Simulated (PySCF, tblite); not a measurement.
Compound: C4HF5.
Numbering: `[F:1][CH:2]([F:3])[C:4]#[C:5][C:6]([F:7])([F:8])[F:9]` (hydrogens: H10 on C2)

Computed with GFN2-xTB (tblite), gas phase: Langevin dynamics at 300 K from the optimised GFN2-xTB geometry, time step 0.5 fs, friction 0.01 fs⁻¹, 2000 steps. Over the second half of the run the saved frames average 296 K.

Frame at 250 fs, instantaneous temperature 314 K:
```
atom  x, y, z in Å
F1     -2.566   -0.215   -1.465
C2     -2.069    0.154   -0.272
F3     -2.416    1.435   -0.113
C4     -0.625   -0.080   -0.120
C5      0.590   -0.051   -0.033
C6      1.991   -0.276    0.356
F7      2.331   -1.517    0.420
F8      2.890    0.341   -0.486
F9      2.112    0.235    1.538
H10    -2.522   -0.529    0.559
```

Frame at 425 fs, instantaneous temperature 217 K:
```
atom  x, y, z in Å
F1     -2.445   -0.130   -1.510
C2     -2.115    0.160   -0.219
F3     -2.290    1.483   -0.014
C4     -0.771   -0.213    0.120
C5      0.378   -0.533    0.290
C6      1.860   -0.700    0.143
F7      2.137   -1.992   -0.070
F8      2.254    0.074   -0.819
F9      2.547   -0.355    1.262
H10    -2.854   -0.327    0.464
```

Frame at 625 fs, instantaneous temperature 361 K:
```
atom  x, y, z in Å
F1     -2.530   -0.119   -1.363
C2     -2.127   -0.015   -0.054
F3     -2.197    1.300    0.259
C4     -0.736   -0.327    0.210
C5      0.478   -0.446    0.262
C6      1.938   -0.705    0.373
F7      2.115   -2.050    0.620
F8      2.517   -0.561   -0.858
F9      2.620   -0.013    1.260
H10    -2.781   -0.688    0.540
```

Frame at 800 fs, instantaneous temperature 360 K:
```
atom  x, y, z in Å
F1     -2.709    0.069   -1.148
C2     -2.204    0.352    0.084
F3     -2.593    1.574    0.343
C4     -0.792    0.098    0.156
C5      0.387   -0.132    0.262
C6      1.757   -0.451    0.625
F7      1.871   -1.528    1.424
F8      2.474   -0.628   -0.502
F9      2.350    0.561    1.257
H10    -2.799   -0.342    0.796
```

Frame at 1000 fs, instantaneous temperature 298 K:
```
atom  x, y, z in Å
F1     -2.727    0.328   -1.418
C2     -2.541    0.590   -0.072
F3     -2.859    1.841    0.177
C4     -1.162    0.301    0.360
C5     -0.069   -0.034    0.700
C6      1.370   -0.182    0.867
F7      1.663   -0.666    2.052
F8      1.826   -1.107   -0.054
F9      1.928    1.020    0.739
H10    -3.236   -0.141    0.385
```

Q: What do single points at PBE0/pcSseg-1 (PySCF, gas phase) give on these frames?

A: 
| t (fs) | GFN2-xTB E above start (eV) | DFT E above lowest frame (eV) | HOMO (eV) | LUMO (eV) | dipole (D) |
| --- | --- | --- | --- | --- | --- |
| 250 | 0.30 | 0.17 | -9.51 | -1.23 | 1.81 |
| 425 | 0.22 | 0.00 | -9.57 | -1.22 | 1.44 |
| 625 | 0.28 | 0.14 | -9.61 | -1.44 | 2.04 |
| 800 | 0.17 | 0.00 | -9.69 | -1.38 | 1.56 |
| 1000 | 0.24 | 0.02 | -9.63 | -1.12 | 1.69 |

Both levels order the frames alike by energy; measured from each level's lowest frame they differ by 0.05 eV at most. The HOMO–LUMO gap runs from 8.17 to 8.51 eV. These are instantaneous structures, not minima.

Q: And the isotropic GIAO shieldings (ppm) from the same runs?

A: 
```
atom  250 fs  425 fs  625 fs  800 fs  1000 fs   mean  range
  F1   303.3   294.0   285.0   296.2    289.7  293.6   18.3
  C2    77.7    78.6    76.3    79.4     77.6   77.9    3.1
  F3   299.2   300.8   286.2   313.2    315.9  303.1   29.7
  C4    98.7   100.7    99.9   101.3     98.6   99.8    2.7
  C5    99.2    96.2   100.2   101.2    103.2  100.0    7.0
  C6    67.6    63.4    59.1    63.2     62.9   63.2    8.5
  F7   252.2   241.0   203.4   229.5    255.5  236.3   52.1
  F8   233.8   236.4   214.5   236.0    216.5  227.4   21.9
  F9   243.5   236.1   246.3   233.3    229.2  237.7   17.1
 H10    24.0    25.0    25.0    24.0     24.9   24.6    1.0
```

What follows is the cost of the whole dynamics run. On one thread, INTEL XEON PLATINUM 8581C at 2.10 GHz (x86_64), on a shared host, this took 8.1 s and 0.18 GiB of memory at its peak.
